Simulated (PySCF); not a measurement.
Geometry:
```json
{"atom": "Li1", "x (Å)": "1.722", "y (Å)": "-0.006", "z (Å)": "-0.005"}
{"atom": "K2", "x (Å)": "-1.716", "y (Å)": "0.009", "z (Å)": "-0.023"}
```

Geometry: PBE0-D3(BJ)/def2-SVP; GIAO absolute shieldings from PySCF 2.14.0 with density-fitted response routines, gas phase, non-relativistic, averaged over equivalent atoms.

At PBE0/pcSseg-1 (50 basis functions, 1.5 s wall time on 1 thread of an x86-64 server CPU, shared host):
| atoms | σ (ppm) |
| --- | --- |
| Li1 | 101.0 |
| K2 | 1259.6 |

Problem. Estimate the result of repeating the calculation with B3LYP/pcSseg-2.

Solution. 
| atoms | σ at B3LYP/pcSseg-2 | change |
| --- | --- | --- |
| Li1 | 100.6 | -0.4 |
| K2 | 1270.4 | +10.8 |

The largest change is at K2 (K bonded to Li). Cost: 71 basis functions, 0.8 s wall time on 1 thread of an x86-64 server CPU, shared host.
